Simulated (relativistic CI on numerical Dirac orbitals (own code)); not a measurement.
Electric-dipole lines of Tl⁵⁴⁺

Computed by Dirac-Coulomb-Breit CI, orbitals from a KLI potential per configuration, model QED, unscaled Slater integrals (own radial code, finite nucleus).

Configuration list (outside the closed core [Ne]): 3s2 3p6 3d9, 3s2 3p5 3d10, 3s 3p6 3d10, 3s2 3p6 3d8 4s, 3s2 3p6 3d8 4p, 3s2 3p4 3d10 4s, 3s2 3p6 3d8 4d, 3s2 3p4 3d10 4p, 3s2 3p5 3d9 4s, 3s2 3p6 3d8 4f, 3s2 3p4 3d10 4d, 3s2 3p5 3d9 4p, 3s 3p5 3d10 4s, 3s2 3p6 3d7 4s2, 3s 3p5 3d10 4p, 3s2 3p5 3d9 4d. Levels of other configurations are missing.

```tsv
λ vac (Å)	Lower	Upper	A (s⁻¹)	log gf	S velocity/length
4.5237	3s2 3p6 3d9 2D_5/2 [1]	3s2 3p6 3d8 4f 2F°_7/2 [181]	6.22e+13	0.18	0.95
4.5393	3s2 3p6 3d9 2D_5/2 [1]	3s2 3p6 3d8 4f 2F°_5/2 [179]	1.44e+14	0.43	0.96
4.5408	3s2 3p6 3d9 2D_5/2 [1]	3s2 3p6 3d8 4f 2F°_7/2 [177]	2.01e+14	0.70	0.95
4.5480	3s2 3p6 3d9 2D_5/2 [1]	3s2 3p6 3d8 4f 2F°_5/2 [172]	9.18e+13	0.23	0.96
4.5635	3s2 3p6 3d9 2D_5/2 [1]	3s2 3p6 3d8 4f 2P°_3/2 [169]	1.45e+14	0.26	0.94
4.8600	3s2 3p6 3d9 2D_5/2 [1]	3s2 3p5 3d9 4s 2F°_7/2 [87]	3.13e+13	-0.05	0.96
22.690	3s2 3p6 3d8 4s 2F_7/2 [7]	3s2 3p5 3d9 4s 2D°_5/2 [94]	3.39e+12	0.20	0.87
22.712	3s2 3p6 3d8 4s 4F_9/2 [6]	3s2 3p5 3d9 4s 4D°_7/2 [92]	3.19e+12	0.30	0.87
23.080	3s2 3p6 3d9 2D_5/2 [1]	3s2 3p5 3d10 2P°_3/2 [3]	2.27e+12	-0.14	0.71
36.797	3s2 3p6 3d8 4p 4G°_7/2 [26]	3s2 3p6 3d8 4d 4H_9/2 [95]	1.42e+12	0.46	1.08
36.882	3s2 3p6 3d8 4p 2G°_9/2 [16]	3s2 3p6 3d8 4d 2H_11/2 [64]	1.43e+12	0.54	1.09
37.068	3s2 3p6 3d8 4p 2H°_9/2 [31]	3s2 3p6 3d8 4d 2I_11/2 [104]	1.41e+12	0.54	1.11
43.296	3s2 3p6 3d8 4s 4F_9/2 [6]	3s2 3p6 3d8 4p 4F°_9/2 [36]	5.50e+11	0.19	0.98
43.351	3s2 3p6 3d8 4s 2D_5/2 [8]	3s2 3p6 3d8 4p 2F°_7/2 [40]	8.16e+11	0.26	1.04
43.715	3s2 3p6 3d8 4s 2F_7/2 [7]	3s2 3p6 3d8 4p 2D°_5/2 [38]	8.39e+11	0.16	0.92
43.749	3s2 3p6 3d8 4s 4P_5/2 [14]	3s2 3p6 3d8 4p 4D°_7/2 [52]	8.33e+11	0.28	1.05
43.754	3s2 3p6 3d8 4s 2F_7/2 [7]	3s2 3p6 3d8 4p 2F°_7/2 [37]	5.95e+11	0.14	0.98
43.821	3s2 3p6 3d8 4s 4F_7/2 [11]	3s2 3p6 3d8 4p 4G°_9/2 [47]	9.12e+11	0.42	1.07
43.849	3s2 3p6 3d8 4s 4F_9/2 [6]	3s2 3p6 3d8 4p 4G°_11/2 [35]	9.13e+11	0.50	1.09
44.119	3s2 3p6 3d8 4s 2G_9/2 [17]	3s2 3p6 3d8 4p 2H°_11/2 [55]	9.00e+11	0.50	1.10
```

Terms are leading LS components. Brackets give the number of a level in order of energy, since labels repeat. The list gives strong lines, with weight on those to low levels, among the lowest 200 of 499 levels, so that lines to higher ones, which can be the strongest, are missing. Levels whose partners in the same complex of configurations lie outside the list can be far off, and so can their lines. Rates are taken at the computed energies, electric ones in the length gauge. A velocity-to-length ratio far from 1 marks an uncertain rate.

At this charge energies of transitions that change n are usually good to better than 1 %, and those within a shell (Δn = 0) to a few per cent.

LS names give the leading component of a level, which can be under half, so a name can repeat, a term be missing and a line seem to break the LS rules.
